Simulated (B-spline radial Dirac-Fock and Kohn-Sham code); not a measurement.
**Pd⁴⁺: eigenvalues, ΔSCF and the reference**

System: the Pd⁴⁺ ion in the configuration [Kr] 4d5 5p1 (an excited configuration).

The density-functional columns are spherical, spin-unpolarised Dirac-Kohn-Sham results without Breit or QED terms: −ε is minus the orbital energy of the initial state and ΔSCF the difference of two total energies. The reference in the last column comes from Dirac-Fock energy differences between relaxed states, corrected for Breit and QED terms. All numbers are from a radial atomic solver, in eV; a selection of levels is shown. For the 1s level of heavy atoms much of the gap between ΔSCF and the reference is the Breit and QED part, -73.2 eV here; for other levels the error of the functional can be larger.

| level | LDA −ε | LDA ΔSCF | Dirac-Fock |
| --- | --- | --- | --- |
| K | 24188.4 | 24494.8 | 24429.8 |
| L1 | 3590.1 | 3645.8 | 3691.7 |
| L2 | 3337.1 | 3405.5 | 3412.5 |
| L3 | 3178.0 | 3243.1 | 3255.4 |
| M1 | 702.0 | 722.8 | 752.8 |
| M2 | 602.0 | 623.2 | 642.3 |
| M3 | 574.3 | 594.9 | 614.2 |
| M4 | 396.7 | 418.8 | 419.6 |
| M5 | 391.1 | 413.1 | 414.3 |
| N1 | 149.7 | 159.9 | 167.5 |
| N2 | 117.9 | 127.7 | 129.8 |
| N3 | 113.1 | 122.6 | 125.0 |
| N4,5 | 63.04 | 71.43 | 69.91 |
| O2,3 | 36.16 | 40.38 | 38.63 |

Values without a named source are computed, but for edge energies of neutral atoms, which are taken from tables.
